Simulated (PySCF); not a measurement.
Compound: Si(SMe)2Me2, C4H12S2Si.
SMILES: `CS[Si](C)(C)SC`

The closed-shell ground state was solved at several levels (PySCF, density fitting, gas phase, non-relativistic). The structure is a single PBE0-D3(BJ)/def2-SVP conformer in the gas phase; no vibrational or solvent corrections.

| level | basis functions | total energy (Eh) | HOMO (eV) | LUMO (eV) | gap (eV) | dipole (D) |
| --- | --- | --- | --- | --- | --- | --- |
| PBE0/def2-SVPD | 254 | -1244.5779 | -6.71 | 0.18 | 6.89 | 2.71 |
| wB97X-D/pcSseg-1 | 200 | -1245.4852 | -8.62 | 2.30 | 10.92 | 2.98 |

Task: Estimate the row for PBE0/pcSseg-1, a basis of 200 functions; the other rows only guide the guess.

Result: Total energy -1244.9432 Eh, HOMO -6.75 eV, LUMO 0.53 eV, gap 7.28 eV, dipole 2.89 D.

Task: Over all these levels, which gives the widest orbital gap and which the narrowest?

Result: wB97X-D/pcSseg-1 (range-separated hybrid) has the widest, 10.92 eV, and PBE0/def2-SVPD (global hybrid, 25 % exact exchange) the narrowest, 6.89 eV. Functional and basis both differ between the two, so the spread mixes both effects.

Task: How far do the dipole and the HOMO energy spread over the levels?

Result: The dipole runs from 2.71 to 2.98 D (mean 2.86 D) and the HOMO from -8.62 to -6.71 eV.

The pairwise dispersion term of wB97X-D wasn't added to the energies; at a given geometry it leaves orbitals and properties as they are.
